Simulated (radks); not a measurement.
The numbers below are computed, except where a source is named.
Neutral bismuth inside a hard spherical wall (all orbitals vanish at R), configuration held at [Hg] 6p3 and not refilled when levels cross. Level of theory: scalar-relativistic Kohn-Sham, r2SCAN, spin-polarised, spherical densities, finite nucleus; open shells are filled with parallel spins first (spin-orbit coupling, left out, can overturn this in heavy ions); meta-GGA in the generalised Kohn-Sham scheme; Fermi nuclear charge, rms radius 5.5211 fm (a radial shooting solver on a logarithmic mesh with Libxc functionals). Eigenvalues in eV for spin up, with the zero of energy where the potential of the charges vanishes at infinity; a dash marks a level that is unbound or too diffuse for the functional's potential to be trusted. A positive occupied level is held by the wall or, in an anion where self-interaction has pushed it up, behind a barrier. The pressure on the wall is -dE/dV.

| R (bohr) | E (hartree) | kinetic (hartree) | e(5p) | e(5d) | e(6s) | e(6p) | e(7s, empty) | e(6d, empty) | pressure (GPa) |
|---|---|---|---|---|---|---|---|---|---|
| free | -21526.8748 | 24400.224 | -97.984 | -27.660 | -15.637 | -5.539 | - | - | 0 |
| 15 | -21526.8748 | 24400.224 | -97.984 | -27.660 | -15.637 | -5.539 | -0.120 | 1.350 | < 0.0001 |
| 8 | -21526.8715 | 24400.254 | -97.800 | -27.480 | -15.494 | -5.394 | 1.728 | 3.240 | 0.152 |
| 6 | -21526.8339 | 24400.497 | -96.759 | -26.475 | -14.733 | -4.465 | 6.568 | 6.264 | 3.39 |
| 3.5 | -21525.6256 | 24406.008 | -86.848 | -17.312 | -5.586 | 8.898 | 52.739 | 32.030 | 376 |
| 3 | -21524.0320 | 24412.621 | -79.705 | -10.694 | 3.420 | 21.573 | 89.185 | 52.365 | 1290 |
| 2 | -21505.6617 | 24481.174 | -37.421 | 34.057 | 84.455 | 125.15 | 328.05 | 188.23 | 29200 |
